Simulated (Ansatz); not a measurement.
## AlGeH7N+: where a starting geometry ends

The starting geometry of this gas-phase singlet is a saddle point at B3LYP-D3(BJ)/def2-SVP, pushed by 0.25 Å along its imaginary mode.

```json
{"atom": "Al", "x (Å)": "-0.0262", "y (Å)": "-2.0451", "z (Å)": "-0.6515"}
{"atom": "Ge", "x (Å)": "1.1133", "y (Å)": "0.0310", "z (Å)": "0.0694"}
{"atom": "N", "x (Å)": "-1.3689", "y (Å)": "-1.6837", "z (Å)": "-2.1396"}
{"atom": "H", "x (Å)": "-1.6624", "y (Å)": "-2.5515", "z (Å)": "-2.6577"}
{"atom": "H", "x (Å)": "-1.0152", "y (Å)": "-0.9966", "z (Å)": "-2.8816"}
{"atom": "H", "x (Å)": "-2.2731", "y (Å)": "-1.2530", "z (Å)": "-1.7602"}
{"atom": "H", "x (Å)": "-0.1584", "y (Å)": "-3.5950", "z (Å)": "-0.4163"}
{"atom": "H", "x (Å)": "2.1231", "y (Å)": "-0.3130", "z (Å)": "1.1627"}
{"atom": "H", "x (Å)": "1.7851", "y (Å)": "0.6296", "z (Å)": "-1.1584"}
{"atom": "H", "x (Å)": "0.0139", "y (Å)": "0.9842", "z (Å)": "0.5906"}
```

Q: Where would you expect an optimisation with B3LYP-D3(BJ)/def2-SVP to take it?

A: It keeps its bonds.

The energy falls by 0.09 eV over 28 steps:

```csv
step,E − E(last) (eV)
1,0.087
4,0.006
7,0.005
10,0.003
13,0.002
16,0.001
19,0.000
22,0.000
25,0.000
28,0.000
```

Final geometry (Å):

```
atom    x (Å)    y (Å)    z (Å)
  Al  -0.1421  -1.9883  -0.5646
  Ge   1.1599   0.0240   0.0478
   N  -1.3731  -1.6774  -2.1589
   H  -1.1686  -2.3315  -2.9282
   H  -1.3428  -0.7341  -2.5664
   H  -2.3586  -1.8572  -1.9180
   H  -0.4286  -3.4891  -0.2058
   H   2.2186  -0.3591   1.0878
   H   1.8018   0.5628  -1.2436
   H   0.1649   1.0564   0.6072
```

No frequencies were run, so the end isn't proven a minimum. Run with Ansatz 0.2.0, 59 s on 2 threads of Arm Neoverse V1, with other jobs on the host.
